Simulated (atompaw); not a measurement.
## gadolinium (Gd): from the effect back to the setting (PAW (atompaw))

Base potential:

* Element: Gd
* Generator: atompaw 4.2.0.5
* Type: PAW
* Functional: PBEsol
* Relativity: scalar-relativistic
* Frozen core: [Kr] 4d10
* Valence charge: 18
* Reference configuration: 4f7 5s2 5p6 5d1 6s1.75 6p0 (charge +0.25)
* Partial waves: 5s (bound): rc 2.45 bohr; 6s (bound): rc 3.00 bohr; 5p (bound): rc 1.65 bohr; 6p (bound, empty): rc 3.00 bohr; 5d (bound): rc 3.00 bohr; 5d channel at 2.7 Ry: rc 3.00 bohr; 4f (bound): rc 1.25 bohr; 4f channel at 4.4 Ry: rc 1.25 bohr
* Local potential: troulliermartins scheme with l = 4 at 0 Ry, radius 2.60 bohr
* Core correction: smooth core density matched at 2.60 bohr
* Augmentation charge: besselshape compensation charge, radius 2.60 bohr; PAW radius 3.00 bohr; waves and projectors: modrrkj vanderbiltortho

Cutoffs, loose and tight: the cutoffs (Ry, on a coarse ladder) from which the occupation-weighted sum of valence levels, in a spherical-Bessel basis at the reference potential, stays within 10 and 1 mRy of its value at 400 Ry. They see the waves, projectors and local potential, not the compensation charge or the core.

Only the scale of all radii (base = 1) is moved (1 further runs of the sweep failed or gave no value and are left out):

```tsv
scale of all radii (base = 1)	cutoff, loose	cutoff, tight	bound ghosts
0.83	180 Ry	260 Ry	none
0.9	140 Ry	230 Ry	none
0.99	120 Ry	180 Ry	none
1.06	100 Ry	160 Ry	none
1.21	70 Ry	120 Ry	s, p
1.29	70 Ry	100 Ry	s, p
```

Q: One more run gave cutoff, loose: 90 Ry; cutoff, tight: 140 Ry; bound ghosts: s. Which value of the scale of all radii (base = 1) was used?

A: 1.12. The tight cutoff moves one way along this sweep, from 260 Ry at 0.83 to 100 Ry at 1.29, which places the run between 1.06 and 1.21.
